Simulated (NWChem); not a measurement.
System: CdGeH₄S; SMILES [GeH3][Cd][SH]

The following NWChem deck was run.

```
start job
memory heap 200 mb stack 900 mb global 1100 mb
geometry units angstroms noautoz
  Cd    -0.628637     0.565775     0.002540
  S     -0.789419     2.931484     0.005229
  H      0.552332     3.101819    -0.003519
  Ge    -0.467627    -1.962953    -0.000331
  H     -1.113508    -2.574012    -1.261309
  H      1.005389    -2.423092     0.031961
  H     -1.169823    -2.580003     1.227227
end
basis spherical
  * library def2-svp
end
ecp
  Cd library def2-ecp
end
dft
  xc pbe0
  iterations 150
  vectors input atomic output neutral.movecs
end
task dft energy
charge 1
dft
  odft
  mult 2
  vectors input atomic output cation.movecs
end
task dft energy
```

Geometry: optimised at PBE0/def2-SVP. No frequency run checked for a minimum. def2 effective core potentials on Cd; no spin-orbit coupling.

Ions are spin-unrestricted doublets at the neutral geometry; other ion states weren't tried.

### Question
What results follow from this input? (PBE0/def2-SVP with def2 effective core potentials on Cd, vertical spin-unrestricted ions.) Quantities: vertical ionisation energy, ΔSCF (eV); −ε(HOMO) (eV).

### Answer
* **vertical ionisation energy, ΔSCF (eV)**: 9.09
* **−ε(HOMO) (eV)**: 6.90
